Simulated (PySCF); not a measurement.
**Telling isomers of C₇H₁₁NOSi apart by NMR**

All values are calculated (PySCF 2.14.0 with density-fitted response routines): GFN2-xTB geometry, PBE0/pcSseg-1 with gauge-including orbitals. One averaged value for each set of equivalent atoms, non-relativistic, one computed conformer, no solvent model.

References, each an isolated molecule treated in the same way: ¹H, ¹³C vs TMS. Where no couplings were computed, multiplicities follow the n + 1 count of equivalent neighbours, and m marks all less simple cases (inequivalent or close neighbours, rings, F or P nearby). Shifts are as computed. Against solution values, carbons near 30 ppm lie about +3 ppm off and those near 130 ppm about +5 ppm. Of 1309 compounds with measured shifts, 239 miss one by over three times the rms of a fit or turn the order of signals round; such compounds aren't used in these exercises.

(1) Tabulate the signals of `C=C/C([SiH2]C)=C(/C#N)OC`, `N#C[C@@]([SiH3])(C=O)C1CCC1` and their relative energies.

(2) What is the quickest way to tell C=C/C([SiH2]C)=C(/C#N)OC from N#C[C@@]([SiH3])(C=O)C1CCC1?

Answers

(1) 
```tsv
SMILES	carbon types	δC	δH	E rel. (kcal/mol)
C=C/C([SiH2]C)=C(/C#N)OC	3×C 1×CH 1×CH2 2×CH3	142.3, 139.6, 134.1, 126.9, 119.9, 58.5, -5.2	7.53 (m, 1H), 5.65 (m, 1H), 5.64 (m, 1H), 4.77 (q, 2H), 4.07 (s, 3H), 0.32 (t, 3H)	4.9
N#C[C@@]([SiH3])(C=O)C1CCC1	2×C 2×CH 3×CH2	200.8, 123.0, 51.3, 33.3, 28.0, 25.2, 17.2	9.94 (s, 1H), 3.93 (s, 3H), 3.30 (m, 1H), 2.41 (m, 1H), 2.27 (m, 1H), 2.18 (m, 1H), 2.15 (m, 1H), 2.04 (m, 1H), 1.95 (m, 1H)	0.0
```

Energies are electronic energies at PBE0/pcSseg-1 on these geometries, without zero-point or thermal terms, each for the one conformer computed, which needn't be the lowest.

(2) Both give the same number of carbon signals, but DEPT or the intensities differ. The first has a terminal =CH2 carbon at 126.9 ppm, the second an aldehyde carbonyl carbon (CH) at 200.8 ppm. Their most deshielded carbons lie at 142.3 and 200.8 ppm. In the proton spectra the most deshielded non-exchanging signals are 7.53 (m, 1H) and 9.94 (s, 1H).
